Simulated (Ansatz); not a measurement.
Computed with Ansatz on PBE0-D4/def2-TZVP structures; ΔE is electronic, products minus reactants. CCSD(T)/CBS adds triple-zeta CCSD(T) − MP2 to the extrapolated MP2 energy (def2 sets, frozen cores). This one scheme is used for every species. DFT in def2-TZVPP. One conformer a species, not always the lowest.

Consider the ligand exchange at the Si–O bond: `FBO[SiH3]` + `N[SiH](O)Cl` → `N[SiH](Cl)O[SiH3]` + `OBF`.

**Question.** Is it downhill or uphill in electronic energy at CCSD(T)/CBS, and by how much? (Best estimate.)

**Answer.** The calculation gave: Downhill: ΔE = -0.19 eV.

**Question.** What do these levels give: BHLYP-D4, ωB97X-V, B2PLYP, CAM-B3LYP, RPA@PBE/def2-TZVPP, CCSD/def2-SVP? (Estimate.)

**Answer.** Ansatz gave: BHLYP-D4 -0.23, ωB97X-V -0.19, B2PLYP -0.17, CAM-B3LYP -0.16, RPA@PBE/def2-TZVPP -0.20, CCSD/def2-SVP -0.28 eV.

**Question.** What do rigid-rotor, harmonic-oscillator terms from PBE0-D4/def2-TZVP frequencies (298.15 K, 1 bar) make of the CCSD(T)/CBS value? (Estimate.)

**Answer.** The calculation gave: ΔZPE = +0.02 eV, ΔH = -0.17 eV, ΔS = 7 J/(mol·K), ΔG = -0.19 eV. Modes under 50 cm⁻¹ make the entropy rough.

Largest T1 diagnostic among the species: 0.013.

At CCSD(T), def2-SVP lies −0.09 eV from the extrapolated value and def2-TZVPP −0.00 eV. Leaving LDA and LC-ωPBE aside and taking each functional with its dispersion term where it has one, the values spread over 0.05 eV, from BHLYP-D4 to B2PLYP.
